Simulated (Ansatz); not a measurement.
PBE exchange is replaced step by step with exact exchange (0 % is PBE, 25 % PBE0; no dispersion term), basis def2-TZVP, Ansatz. System: the cluster SiW₂. The state is a singlet with charge 0. Geometry: PBE0-D4/def2-TZVP.

Geometry of the singlet:

Cartesian coordinates in Å:
```
W 0.960 0.286 -0.772
W -0.120 0.871 0.909
Si -0.840 -1.157 -0.136
```

In the def2 sets W takes a core potential; there is no spin–orbit coupling. The restricted singlet is unstable towards broken spin symmetry at other levels; at PBE with 5 % exact exchange/def2-TZVP, PBE with 10 % exact exchange/def2-TZVP, PBE with 15 % exact exchange/def2-TZVP, PBE with 35 % exact exchange/def2-TZVP and others this wasn't settled. At PBE0-D4/def2-TZVP the restricted singlet is unstable: a solution with broken spin symmetry lies lower. The geometry of the singlet was relaxed on an unsound state (restricted singlet, unstable towards broken spin symmetry). The order of the spin states hangs on the level: the triplet lies 0.07 eV below the singlet at PBE with 50 % exact exchange/def2-TZVP, but 0.63 eV above it at PBE-D4/def2-TZVP. The singlet is doubtful at PBE with 50 % exact exchange/def2-TZVP (restricted singlet, unstable towards broken spin symmetry at other levels and untested here). The triplet is doubtful at PBE with 50 % exact exchange/def2-TZVP (⟨S²⟩ 2.55, where a pure state has 2.00). The structure comes from a short search, and lower isomers may exist.

```json
{"exact exchange (%)": "0", "HOMO (eV)": "-4.64", "LUMO (eV)": "-3.20", "gap (eV)": "1.44"}
{"exact exchange (%)": "5", "HOMO (eV)": "-4.79", "LUMO (eV)": "-3.06", "gap (eV)": "1.74"}
{"exact exchange (%)": "10", "HOMO (eV)": "-4.95", "LUMO (eV)": "-2.91", "gap (eV)": "2.03"}
{"exact exchange (%)": "15", "HOMO (eV)": "-5.10", "LUMO (eV)": "-2.77", "gap (eV)": "2.32"}
{"exact exchange (%)": "25", "HOMO (eV)": "-5.41", "LUMO (eV)": "-2.50", "gap (eV)": "2.91"}
{"exact exchange (%)": "50", "HOMO (eV)": "-6.19", "LUMO (eV)": "-1.84", "gap (eV)": "4.36"}
```

**Question.** Estimate the row for 35 %.

**Answer.** 
| exact exchange (%) | HOMO (eV) | LUMO (eV) | gap (eV) |
| --- | --- | --- | --- |
| 35 | -5.72 | -2.23 | 3.49 |
